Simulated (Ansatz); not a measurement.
Ideal-gas functions of CH3ClIn, SMILES `[CH3][In][Cl]` radical at 600 K and 1 bar, from an Ansatz frequency run at PBE0-D4/def2-TZVP.

Molar mass 165.31 g/mol, point group Cs (symmetry number 1), electronic degeneracy 2, moments of inertia 50.75, 196.699, 244.206 u Å². Harmonic wavenumbers (cm⁻¹, unscaled): 38, 97, 320, 411, 616, 683, 1092, 1424, 1433, 3066, 3175, 3200.

Use S(trans) = R[1.5 ln M + 2.5 ln T − 1.1517]; rotational temperatures θ = 24.2544 K / I; S(rot) = R[ln(√π/σ · √(T³/θAθBθC)) + 1.5]; for each mode x = 1.438777 ν̃/T, S = R[x/(eˣ − 1) − ln(1 − e⁻ˣ)] and H = RT x/(eˣ − 1); 1 cm⁻¹ = 0.0119627 kJ/mol; R = 8.31446 J/(mol·K).

Q: By hand: the entropy, in J/(mol·K).

A: Translation 187.1. Rotation: θ = 0.4779, 0.1233, 0.0993 K, giving 118.4. Vibration, mode by mode: 28.24, 20.46, 10.72, 8.76, 5.79, 5.08, 2.34, 1.24, 1.22, 0.04, 0.04, 0.03, in all 84.0. Electronic 5.8. Sum 395.3 J/(mol·K).

Q: By hand: H − E and G − E in kJ/mol, counted from the electronic energy.

A: Zero-point energy ½ × 15555 × 0.0119627 = 93.0; thermal vibration 21.8; translation, rotation and pV give 4 RT = 20.0. H − E = 134.8 kJ/mol, and G − E = 134.8 − 600 × 395.3/1000 = -102.4 kJ/mol.

Vibration gives 21 % of the entropy, 48.7 J/(mol·K) of it from the modes under 150 cm⁻¹: soft modes count most, and the harmonic formula is weakest for them.
